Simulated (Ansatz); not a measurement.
A calculation with Ansatz (development build ahead of 0.2.0).

```yaml
crystal:
  periodic: [false, false, false]
  atoms:
    - { symbol: Rh, position_ang: [0.0, 0.0, 0.0] }
    - { symbol: F, position_ang: [0.0, 0.0, 1.89] }
basis:
  gaussian: { orbitals: def2-TZVPP }
magnetization:
  spin_polarized: true
  initial_magnetization: 2
hamiltonian:
  xc: pbe
```

The input is written out in the form of the current development build from the run's settings. The basis set brings a core potential for Rh, so the total leaves out those core electrons.

Output:

```yaml
Converged: yes
Total_energy: -210.32976 hartree
Spin_squared_of_the_determinant: 2.002
Stability_test: minimum
```

Caution: other spin multiplicities were not run.
